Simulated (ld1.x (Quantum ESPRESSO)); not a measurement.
**u(r) = r·R(r): atom against pseudo-atom (scandium (Sc))**

Columns: radius, all-electron u(r) and pseudo u(r) of the 4s shell (level -4.19 eV) of scandium in the configuration [Ar] 3d1 4s2 4p0; PBEsol, scalar-relativistic, PAW scheme, ld1.x (Quantum ESPRESSO) 7.5.

```json
{"r (bohr)": "0.217", "all-electron": "-0.1498", "pseudo": "-0.0755"}
{"r (bohr)": "0.435", "all-electron": "0.0260", "pseudo": "-0.1499"}
{"r (bohr)": "0.652", "all-electron": "0.2197", "pseudo": "-0.2210"}
{"r (bohr)": "0.870", "all-electron": "0.2464", "pseudo": "-0.2881"}
{"r (bohr)": "1.088", "all-electron": "0.1548", "pseudo": "-0.3498"}
{"r (bohr)": "1.305", "all-electron": "0.0153", "pseudo": "-0.4049"}
{"r (bohr)": "1.522", "all-electron": "-0.1290", "pseudo": "-0.4529"}
{"r (bohr)": "1.740", "all-electron": "-0.2578", "pseudo": "-0.4936"}
{"r (bohr)": "1.957", "all-electron": "-0.3623", "pseudo": "-0.5264"}
{"r (bohr)": "2.175", "all-electron": "-0.4428", "pseudo": "-0.5517"}
{"r (bohr)": "2.392", "all-electron": "-0.5009", "pseudo": "-0.5694"}
{"r (bohr)": "2.610", "all-electron": "-0.5401", "pseudo": "-0.5800"}
{"r (bohr)": "2.827", "all-electron": "-0.5630", "pseudo": "-0.5839"}
{"r (bohr)": "3.045", "all-electron": "-0.5723", "pseudo": "-0.5816"}
{"r (bohr)": "3.262", "all-electron": "-0.5706", "pseudo": "-0.5737"}
{"r (bohr)": "3.480", "all-electron": "-0.5600", "pseudo": "-0.5606"}
{"r (bohr)": "3.697", "all-electron": "-0.5426", "pseudo": "-0.5427"}
{"r (bohr)": "3.915", "all-electron": "-0.5201", "pseudo": "-0.5201"}
{"r (bohr)": "4.132", "all-electron": "-0.4941", "pseudo": "-0.4941"}
{"r (bohr)": "4.350", "all-electron": "-0.4655", "pseudo": "-0.4655"}
{"r (bohr)": "4.567", "all-electron": "-0.4357", "pseudo": "-0.4357"}
{"r (bohr)": "4.785", "all-electron": "-0.4052", "pseudo": "-0.4052"}
{"r (bohr)": "5.002", "all-electron": "-0.3750", "pseudo": "-0.3750"}
{"r (bohr)": "5.220", "all-electron": "-0.3454", "pseudo": "-0.3454"}
{"r (bohr)": "5.437", "all-electron": "-0.3169", "pseudo": "-0.3169"}
{"r (bohr)": "5.655", "all-electron": "-0.2898", "pseudo": "-0.2898"}
```

Task: How many radial nodes do the two functions have?

Result: The all-electron 4s function has n − l − 1 = 3 (the table is too coarse to show those close to the nucleus); the pseudo-wave has 0, since the states of the same l below it are removed with the core.

Task: At about which radius was the pseudo-wave matched?

Result: 3.80 bohr, where the columns begin to agree (steps of 0.22 bohr).

Task: Where does each function peak?

Result: Outermost all-electron maximum near 3.04 bohr, pseudo maximum near 2.83 bohr (to the table’s step).

Task: Is the pseudo-wave norm-conserving?

Result: No, it belongs to a PAW set: the norm inside the radius is not constrained, and the difference is carried by the augmentation charge.
